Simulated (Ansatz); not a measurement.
Basis-set extrapolation for C2H5NOSi (PBE0-D4/def2-TZVP geometry, frozen core, the Gaussian-basis code of Ansatz). Multiplicity 1, RHF reference.

|  | def2-TZVPP | def2-QZVPP |
| --- | --- | --- |
| HF | -496.881104 | -496.899759 |
| MP2 correlation | -0.860503 | -0.922662 |
| CCSD(T) correlation | -0.938136 | not run |

Energies in hartree. Use E(X) = E(∞) + A·exp(−7.88·√X) for Hartree–Fock and E(X) = E(∞) + B·X^(−2.97) for correlation, with X = 3 and 4, and add CCSD(T) minus MP2 of the smaller set to the MP2 limit.

Q: What is the CCSD(T) energy at the basis-set limit?

A: HF limit: -496.899759 + (-0.018655) × 0.13774 = -496.90233. MP2 limit: -0.922662 + (-0.062159) × 0.74074 = -0.96871. Higher-order term: -0.938136 − (-0.860503) = -0.07763. Total: -497.94867 hartree, 339.8 kJ/mol below CCSD(T)/def2-TZVPP.
